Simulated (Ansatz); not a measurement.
Isolated molecules relaxed with PBE0-D4/def2-TZVP in Ansatz; ΔE leaves out vibrations. CCSD(T)/CBS is the MP2 limit (def2-TZVPP, def2-QZVPP) plus CCSD(T) − MP2 in def2-TZVPP, frozen cores. This one scheme is used for every species. Functionals use def2-TZVPP. HSE06 is defined as in plane-wave codes. One conformer a species, not always the lowest.

Consider the formal exchange of groups at the Si–Si bond: `C=C(N)[SiH2][SiH3]` + CH₄ → `C=C(N)[SiH3]` + `C[SiH3]`.

```
             level  ΔE (kJ/mol)  difference from CCSD(T)/CBS
       LDA (SPW92)         18.9                          9.1
            PBE-D4         22.3                         12.5
         revPBE-D4         21.4                         11.6
           BLYP-D4         14.8                          5.0
         r2SCAN-D4         14.3                          4.5
            B97M-V         15.6                          5.8
           PBE0-D4         18.5                          8.7
        r2SCANh-D4         13.5                          3.7
        r2SCAN0-D4         12.4                          2.6
          HSE06-D4         18.4                          8.6
          BHLYP-D4          8.7                         -1.1
      CAM-B3LYP-D4          7.2                         -2.6
           ωB97X-V          9.5                         -0.3
           ωB97M-V          4.8                         -5.0
          PBE-QIDH         10.1                          0.3
               PBE         18.2                          8.4
            revPBE         16.9                          7.1
              BLYP          7.8                         -2.0
              PBE0         14.6                          4.8
           r2SCANh         12.0                          2.2
           r2SCAN0         10.7                          0.9
             HSE06         14.6                          4.8
             BHLYP          1.7                         -8.1
         CAM-B3LYP          2.8                         -7.0
           LC-ωPBE          9.1                         -0.7
RPA@PBE/def2-TZVPP          7.1                         -2.7
       HF/def2-SVP         -2.6                        -12.4
      MP2/def2-SVP          6.9                         -2.9
     CCSD/def2-SVP          8.8                         -1.0
  CCSD(T)/def2-SVP         10.7                          0.9
     HF/def2-TZVPP         -5.4                        -15.2
    MP2/def2-TZVPP          5.1                         -4.7
SCS-MP2/def2-TZVPP          2.3                         -7.5
   CCSD/def2-TZVPP          6.8                         -3.0
CCSD(T)/def2-TZVPP          9.4                         -0.4
     HF/def2-QZVPP         -6.2                        -16.0
    MP2/def2-QZVPP          5.0                         -4.8
      HF/CBS(def2)         -6.3                        -16.1
     MP2/CBS(def2)          5.5                         -4.3
    CCSD/CBS(def2)          7.2                         -2.6
       CCSD(T)/CBS          9.8                            0
```

Largest T1 diagnostic among the species: 0.013.

Leaving LDA and LC-ωPBE aside and taking each functional with its dispersion term where it has one, the values spread over 17.5 kJ/mol, from ωB97M-V to PBE-D4. From PBE to PBE0 (25 % exact exchange), in def2-TZVPP and without D4, ΔE moves by −3.6 kJ/mol.
